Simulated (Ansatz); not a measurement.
Born–Oppenheimer molecular dynamics of C₃H₁₁NOSi (17 atoms, charge 0, multiplicity 1). It starts at the highest image of a converged band. Of that band: Neighbouring images differ by up to 2.8 eV, so the band resolves the path poorly. A vibrational analysis at the climbing image gives one clearly imaginary mode, 1409i cm⁻¹: a first-order saddle point.

Level of theory: RKS PBE0-D4/STO-3G (Ansatz 0.2.0).

```json
{
 "ensemble": "NVE (velocity Verlet)",
 "time step": "0.5 fs",
 "steps asked": "151",
 "starting velocities drawn for": "300 K",
 "seed": "11930"
}
```

First frame:

```xyz
17
Properties=species:S:1:pos:R:3
C 0.379 -2.376 -0.649
C 1.228 -1.105 -0.432
Si 0.496 0.069 0.873
O 1.360 1.668 0.593
C -1.189 0.666 0.160
N -1.164 2.176 0.311
H 0.306 -2.967 0.273
H 0.816 -3.021 -1.424
H -0.643 -2.124 -0.965
H 1.321 -0.566 -1.386
H 2.244 -1.403 -0.141
H 1.093 1.066 1.864
H 0.494 2.240 0.443
H -1.244 0.452 -0.917
H -2.082 0.222 0.627
H -1.799 2.598 -0.413
H -1.634 2.405 1.223
```

(1) How far do the bonds stretch over the last three quarters of this one trajectory? (Pairs bonded in most of those frames.)

Answers

(1) 
```csv
bond,mean (Å),spread (Å),shortest,longest
C1–C2,1.552,0.011,1.53,1.57
C1–H7,1.102,0.017,1.08,1.13
C1–H8,1.102,0.015,1.08,1.13
C1–H9,1.100,0.013,1.08,1.12
C2–Si3,1.952,0.029,1.91,2.00
C2–H10,1.103,0.009,1.09,1.13
C2–H11,1.101,0.012,1.08,1.12
Si3–O4,1.912,0.148,1.66,2.09
Si3–C5,2.020,0.027,1.98,2.06
O4–H12,1.009,0.056,0.92,1.11
O4–H13,1.079,0.024,1.02,1.12
C5–N6,1.542,0.035,1.49,1.60
C5–H14,1.105,0.027,1.06,1.15
C5–H15,1.105,0.017,1.07,1.14
N6–H16,1.051,0.018,1.02,1.08
N6–H17,1.051,0.015,1.02,1.08
```

Mean temperature of the second half: 586 K. The conserved energy stayed within 0.31 meV per atom of its start (net change 0.14 meV per atom), so the integration is sound. The system heated up, since it started high on the potential surface and ran downhill. A run of 0.075 ps of so small a system gives no equilibrium averages. The orbitals stay closed-shell, which can raise the energy where a bond breaks towards radicals; this wasn't checked here. Limits of this set-up: minimal basis.

Time of the run: 8.3 min on 1 thread of Intel(R) Xeon(R) Platinum 8375C CPU @ 2.90GHz (Ice Lake) (shared host), peak memory 0.14 GiB.
